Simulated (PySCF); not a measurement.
2-silylpropan-2-ol (C3H10OSi), SMILES C([SiH3])(C)(C)O. Heavy atoms are numbered as in [CH3:1][C:2]([CH3:3])([OH:4])[SiH3:5]. Hydrogens are named by the atom that carries them.

Coordinates come from a B3LYP-D3(BJ)/def2-SVP optimisation. One conformer was computed; it need not be the lowest.

The numbers are results of PBE/pcSseg-1 run with PySCF, not measurements.

GIAO shieldings, no solvent; atoms alike by connectivity are averaged. δ = σ(ref) − σ: ¹³C against TMS (σ = 182.0 ppm); ¹⁷O against H2O (σ = 334.3 ppm); ²⁹Si against TMS (σ = 335.4 ppm); ¹H against TMS (σ = 31.49 ppm), references at their B3LYP-D3(BJ)/def2-TZVP geometries, non-relativistic.

Computed chemical shifts:
| nucleus | atoms | count | δ (ppm) |
|---|---|---|---|
| ¹³C | C2 | 1 | 70.8 |
| ¹³C | C1 (CH3) | 2 | 34.8 |
| ¹⁷O | O4 (OH) | 1 | 99.7 |
| ²⁹Si | Si5 (SiH3) | 1 | -54.0 |
| ¹H | H on Si5 | 3 | 4.24 |
| ¹H | H on C1 | 6 | 1.64 |
| ¹H | H on O4 | 1 | -0.21 |
